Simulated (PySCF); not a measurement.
Cartesian coordinates in Å; atom numbers follow the order of the lines, from 1:
```xyz
22

C     3.3779   -0.1880   -0.3682
C     1.9331    0.0776   -0.0692
C     1.5648    1.1668    0.7079
C     0.2286    1.3984    0.9920
F    -0.1034    2.4703    1.7506
C    -0.7551    0.5641    0.5082
C    -0.3791   -0.5304   -0.2665
C     0.9462   -0.7785   -0.5552
C    -1.5948   -1.3144   -0.6657
C    -2.7512   -0.3336   -0.4117
C    -2.2423    0.6225    0.6795
H     3.4970   -0.5757   -1.3776
H     3.9707    0.7172   -0.2647
H     3.7717   -0.9323    0.3248
H     2.3078    1.8461    1.0966
H     1.2242   -1.6285   -1.1613
H    -1.6827   -2.1962   -0.0244
H    -1.5554   -1.6551   -1.6999
H    -3.6687   -0.8422   -0.1202
H    -2.9512    0.2326   -1.3229
H    -2.5146    0.2648    1.6763
H    -2.6339    1.6338    0.5705
```

Rapidly exchanging positions averaged, non-relativistic, no solvent, one computed conformer. GIAO PBE0/pcSseg-1 shieldings; coordinates at the GFN2-xTB level; PySCF 2.14.

Shifts are taken against calculated references (same method and geometry level): ¹³C against TMS.

**Question.** Do the ¹³C shifts follow the atomic charges (in e)? Tabulate both.

**Answer.** 
```
atoms  hybridisation  δ (ppm)  σ para (ppm)  Hirshfeld    IAO  Mulliken  ESP-fitted
   C4            sp2    169.4          -232      +0.08  +0.29     +0.42       +0.33
   C7            sp2    153.6          -228      +0.00  +0.01     -0.22       +0.25
   C2            sp2    144.3          -222      +0.01  +0.03     -0.33       +0.50
   C6            sp2    132.1          -210      -0.02  -0.05     -0.33       -0.12
   C8            sp2    125.3          -189      -0.07  -0.19     +0.04       -0.64
   C3            sp2    119.4          -190      -0.08  -0.21     -0.08       -0.60
   C9            sp3     37.0           -96      -0.07  -0.27     -0.08       -0.09
  C11            sp3     32.0           -89      -0.07  -0.27     -0.07       -0.09
  C10            sp3     29.2           -92      -0.06  -0.26     -0.22       -0.12
   C1            sp3     23.9           -81      -0.12  -0.42     -0.12       -0.52
```

Correlation coefficients of δ with charge over these carbons: Hirshfeld +0.77, IAO +0.86, Mulliken +0.20, ESP-fitted +0.40; with the paramagnetic shielding -1.00. Among the 6 sp2 carbons alone: Hirshfeld +0.97, IAO +0.96, Mulliken +0.44, ESP-fitted +0.83. With so few points, grouped by hybridisation, these coefficients are fragile. Charge is one influence among several: hybridisation and low-lying excitations act through the paramagnetic term.

Shifts are as computed. Against solution values, carbons near 30 ppm lie about +3 ppm off and those near 130 ppm about +5 ppm. Of 1211 compounds with measured shifts, 218 miss one by over three times the rms of a fit or turn the order of signals round; such compounds aren't used in these exercises.
